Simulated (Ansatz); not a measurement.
Mulliken charges of F3GaH3N, SMILES `[NH3+][Ga-]([F])([F])[F]` from B3LYP/def2-TZVPP in Ansatz (PBE0-D4/def2-TZVP geometry).

```csv
atom,x (Å),y (Å),z (Å),charge (e)
N1,-0.868,-0.105,0.482,-0.184
Ga2,0.916,0.093,-0.510,0.842
F3,2.017,-0.552,0.697,-0.405
F4,0.602,-0.909,-1.918,-0.405
F5,0.941,1.831,-0.761,-0.405
H6,-1.494,-0.709,-0.041,0.186
H7,-0.714,-0.510,1.400,0.186
H8,-1.308,0.803,0.595,0.186
```

**Question.** By hand: the dipole of these point charges (1 e Å = 4.8032 D).

**Answer.** Σ q r = (-1.165, -0.130, 0.648) e Å, of length 1.339 e Å = 6.43 D.

**Question.** How does the dipole of the full density compare? (An estimate is asked.)

**Answer.** Computed: (-1.175, -0.130, 0.654) e Å, 6.49 D; the point charges give 0.99 times that, at 0° from its direction.

Point charges leave out the atoms' own dipoles, such as those of lone pairs, and Mulliken's split depends on the basis, so the close match here is no proof of good charges.

B3LYP here is the variant with VWN-RPA as its local correlation; programs differ in this.
